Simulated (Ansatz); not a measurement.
Input file:

```yaml
crystal:
  periodic: [false, false, false]
  atoms:
    - { symbol: S, position_ang: [-0.54148, 1.46942, -1.31036] }
    - { symbol: Si, position_ang: [-0.05565, 0.05906, 0.22939] }
    - { symbol: S, position_ang: [1.95705, -0.55796, -0.17635] }
    - { symbol: Cl, position_ang: [-1.32923, -1.50896, 0.22942] }
    - { symbol: H, position_ang: [-1.85087, 1.45195, -1.0999] }
    - { symbol: H, position_ang: [-0.10977, 0.71654, 1.52252] }
    - { symbol: H, position_ang: [1.92996, -1.63005, 0.60528] }
basis:
  gaussian: { orbitals: def2-SVP }
hamiltonian:
  xc: blyp
relax:
  f_tol: 0.015
  max_steps: 40
```

Launched with:

```bash
$ ansatz run input.yaml --threads 1 --pin off --max-ram 2048MiB --backend cpu --events-out ev --progress --plain --runs-dir out
```

Hardware: 1 thread of Intel(R) Xeon(R) 6975P-C (Granite Rapids), with other jobs on the host.

Roughly how long does this run take, and how much memory?

24 s, with a peak of 0.16 GiB, for 16 ionic steps.
